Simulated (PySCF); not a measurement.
Compound: C₇H₉F₂ (doublet state).
Cartesian coordinates in Å at the GFN2-xTB level; atoms count from 1:
```xyz
18
C7H9F2 angstrom
C     -0.7309    1.9194   -0.2827
C     -0.4449    0.4762   -0.3944
C     -1.4154   -0.3467    0.4014
C     -2.0981   -1.3556   -0.1022
F     -2.9479   -2.0814    0.6450
C      0.9670    0.1222    0.0752
C      1.6370   -1.0284   -0.6026
C      1.5195    0.8076    1.0633
F      2.7464    0.5211    1.5401
H     -0.1395    2.6191   -0.8390
H     -1.4915    2.2869    0.3760
H     -0.4953    0.1709   -1.4506
H     -1.5266   -0.0879    1.4439
H     -2.0658   -1.7049   -1.1246
H      2.5499   -1.3018   -0.0805
H      1.8892   -0.7652   -1.6300
H      0.9693   -1.8883   -0.6273
H      1.0688    1.6431    1.5774
```

The hyperfine couplings belong to this conformer and change with its torsions.

Identity: `[CH2][C@H](/C=C/F)/C(C)=C/F` [radical].

Method: PySCF 2.14.0, UKS B3LYP, pcH-1 on C F H, non-relativistic, mean-field spin-orbit, GIAO. The structure is a single GFN2-xTB conformer in the gas phase; no vibrational or solvent corrections. The geometry wasn't refined by DFT: couplings that depend on bond lengths, twists or pyramidal angles can differ widely from those at the functional's own minimum. No stability test was run, so a lower SCF solution isn't excluded.

Problem. Give the isotropic g value and a_iso(13C) at C1.

Solution. g_iso = 2.00264 and a = +90.07 MHz, or +3.213 mT (Mulliken spin population +1.07). 13C makes up about 1.07 % of the natural element, so this concerns labelled samples or satellites.

Problem. For one electron spin and this one nucleus (I = 1/2, g_N = 1.4048), compare first-order, second-order and exact resonance fields at 9.74 GHz.

Solution. B0 = hν/(g μB) = 347.493 mT and a/B0 = 0.0092. B(1) = B0 − a·mI, B(2) = B(1) − a²[I(I+1) − mI²]/(2B0); the exact values solve the Breit–Rabi equation, nuclear Zeeman term included.

```tsv
mI	first order (mT)	second order (mT)	exact (mT)	exact − first order
−1/2	349.099	349.092	349.092	-0.007
+1/2	345.886	345.878	345.878	-0.007
```

Problem. What g and a would be read from the two outer exact lines by first-order rules?

Solution. Their midpoint, 347.485 mT, gives an apparent g of 2.00268 (true 2.00264), and their distance over 2I an apparent |a| of 3.213 mT (true 3.213).

Problem. What levels remain at zero field?

Solution. F = I ± 1/2 = 1 and 0, at a·I/2 = +22.5 MHz and −a(I+1)/2 = -67.6 MHz, that is |a|(I + 1/2) = 90.1 MHz apart; F = 0 lies lower.

Other couplings of abundant isotopes, left aside here: 1 × 1H 105 MHz, 2 × 1H 64 MHz, 1 × 19F 2 MHz, 1 × 1H 1 MHz.

Means are taken over nuclei equivalent by connectivity, which assumes that they swap fast.

The run took 82 s of wall time (grids of density and orbitals included) on an Arm Neoverse V2 with one thread, shared host, and the process peaked at 0.98 GiB of memory.
